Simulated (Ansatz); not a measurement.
CH6N2OSSi, SMILES `N=C(S)N[SiH2]O`, relaxed with RKS PBE0-D4/def2-TZVP in Ansatz from a PBE-D4/def2-SVP geometry. The force threshold is 0.005 eV/Å; the program also tests the step.

The species carries charge 0 and has multiplicity 1.

Start:

```xyz
12

N     0.168   -1.769   -0.638
C    -0.168   -1.158    0.438
S    -1.050   -2.053    1.728
N     0.043    0.176    0.792
Si    0.560    1.483   -0.279
O    -0.669    2.184   -1.175
H     0.708   -1.155   -1.270
H    -0.938   -3.244    1.082
H    -0.268    0.432    1.734
H     1.050    2.560    0.629
H     1.628    0.915   -1.170
H    -1.066    1.629   -1.869
```

Question: By how much does the energy fall, and how many steps does the optimiser take? (Best estimate.)

Answer: Ansatz gave: 1.99 kcal/mol, in 11 steps, 1 of them rejected.

Question: Which bonds change most? (Estimate.)

Answer: Ansatz gave: Si5–O6 from 1.675 to 1.637 Å; N4–Si5 from 1.767 to 1.738 Å; C2–S3 from 1.801 to 1.773 Å; Si5–H11 from 1.503 to 1.483 Å.

Question: Give the relaxed structure. (Estimate.)

Answer: Ansatz gave: 
```xyz
12

N     0.106   -1.686   -0.662
C    -0.173   -1.121    0.438
S    -1.027   -2.027    1.700
N     0.097    0.179    0.819
Si    0.563    1.461   -0.257
O    -0.659    2.039   -1.181
H     0.646   -1.080   -1.278
H    -0.991   -3.182    1.019
H    -0.171    0.416    1.763
H     0.982    2.574    0.617
H     1.659    0.949   -1.116
H    -1.033    1.477   -1.861
```
